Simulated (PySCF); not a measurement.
Problem. What does the PBE0-D3(BJ)/def2-SVP structure of `[C-]#[N+]c1ccco1` look like in three dimensions?

Solution. 
```
atom  x, y, z in Å
C1     3.297   -0.561    0.037
N2     2.139   -0.340    0.027
C3     0.815   -0.063    0.011
C4     0.128    1.106   -0.178
C5    -1.250    0.752   -0.079
C6    -1.281   -0.591    0.160
O7    -0.031   -1.092    0.215
H8     0.566    2.083   -0.362
H9    -2.108    1.414   -0.173
H10   -2.087   -1.304    0.308
```

Orientation and origin are arbitrary. Atoms count from 1 in this order. The 2 C–N bonds span 1.179 Å (C1≡N2, drawn triple) to 1.352 Å (N2–C3, drawn single), a spread of 0.173 Å. The 7 heavy atoms lie in one plane (0.001 Å rms). The C–C distances run from 1.364 Å (C5–C6, aromatic) to 1.426 Å (C4–C5, aromatic), a spread of 0.062 Å. O7 (furan-type oxygen) is bent (angle 107.0°).

Bonds between heavy atoms (Å): C1≡N2 1.179, N2–C3 1.352, C3–C4 1.368, C4–C5 1.426, C5–C6 1.364, C6–O7 1.347, C3–O7 1.348.

Level of theory: PySCF 2.14.0, PBE0-D3(BJ)/def2-SVP geometry optimisation, gas phase.

Point group: Cs (tolerance 0.08 Å). Whether it is a minimum is left open (no frequencies).
